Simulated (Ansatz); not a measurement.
CH₃ClF₂OSi (`OC(F)(F)[SiH2]Cl`) at its PBE0-D4/def2-TZVP geometry, where that method's forces vanish. Total charge 0; spin multiplicity 1.

```xyz
9

O     1.1452    1.0434    0.5340
C    -0.1198    0.6632    0.2654
F    -0.6963    1.5234   -0.6248
F    -0.8984    0.7649    1.3930
Si   -0.2017   -1.1563   -0.3583
Cl    0.8479   -1.3048   -2.1006
H     1.1442    1.9668    0.8234
H    -1.6236   -1.4735   -0.6028
H     0.4027   -2.0271    0.6706
```

(1) What forces (eV/Å) does r2SCAN-D4/def2-TZVPP give on these atoms in Ansatz 0.2.0? (Estimate.)

Answers

(1) Ansatz gave: 
```
O1   0.317  0.029  0.045
C2   0.142 -0.398 -0.136
F3  -0.190  0.274 -0.279
F4  -0.262  0.037  0.360
Si5 -0.032 -0.022  0.032
Cl6  0.032 -0.002 -0.051
H7  -0.009  0.060  0.017
H8   0.019  0.009  0.019
H9  -0.017  0.014 -0.007
```
